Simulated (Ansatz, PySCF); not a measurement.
Dimer: H2O (SMILES O) (first 3 atoms) with CH2O (SMILES C=O); geometry from B3LYP-D3(BJ)/def2-TZVP, rigid monomers moved along the line of their centres of mass till O1···C4 is 5.05 Å.
(charge 0, multiplicity 1):
| atom | x (Å) | y (Å) | z (Å) |
|---|---|---|---|
| O | -0.1503 | 0.4376 | -0.1146 |
| H | 0.4921 | 0.1685 | -0.7793 |
| H | -0.5236 | -0.3821 | 0.2299 |
| C | -0.0547 | 0.2916 | 4.9366 |
| O | -0.4586 | -0.8289 | 5.0973 |
| H | 1.0248 | 0.5316 | 4.9378 |
| H | -0.7368 | 1.1472 | 4.7852 |

Monomers are frozen at their geometry in the pair; levels with a basis set take the counterpoise correction.

Frozen-core correlation. CBS(a, b) extrapolates the correlation energy as X⁻³ and adds the Hartree–Fock energy of set b.

The values were computed with Ansatz (Gaussian orbitals); PySCF for the dispersion terms. Values without a source in brackets are computed.

PBE/def2-TZVPPD gives -0.49 kcal/mol for the interaction energy.

Problem. Predict the shift from PBE, with its sign, for: PBE-D3(BJ)/def2-TZVPPD, r2SCAN/def2-TZVPPD, PBE0/def2-TZVPPD, wB97M-V/def2-TZVPPD, MP2/CBS(aug-cc-pVDZ, aug-cc-pVTZ), CCSD(T)/CBS(aug-cc-pVDZ, aug-cc-pVTZ).

Solution. PBE-D3(BJ)/def2-TZVPPD -0.06; r2SCAN/def2-TZVPPD -0.02; PBE0/def2-TZVPPD -0.04; wB97M-V/def2-TZVPPD -0.10; MP2/CBS(aug-cc-pVDZ, aug-cc-pVTZ) -0.07; CCSD(T)/CBS(aug-cc-pVDZ, aug-cc-pVTZ) -0.07 kcal/mol. 0 of 6 lie above PBE; the widest gap is to wB97M-V/def2-TZVPPD.

Ansatz is an electronic-structure program.
